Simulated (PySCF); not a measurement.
Harmonic spectrum computed at PBE0 in the def2-TZVP basis family (core potentials from Rb on, PySCF, no spin–orbit coupling):

| ω (cm⁻¹) | IR (km/mol) |
| --- | --- |
| 54 | 15.1 |
| 177 | 27.3 |
| 289 | 1.9 |
| 597 | 0.3 |
| 680 | 69.1 |
| 934 | 72.3 |

Q: Which molecule gave it? In each, all ligands are bound to the one heavy central atom.
A. CoO₂F (quintet)
B. SO₂F (doublet)
C. MoO₂F (doublet)
D. RuO₂F (doublet)
E. AsO₂F (singlet)

A: A. It has Cs symmetry with Co–F 1.720 Å, Co–O 1.634 Å (×2).
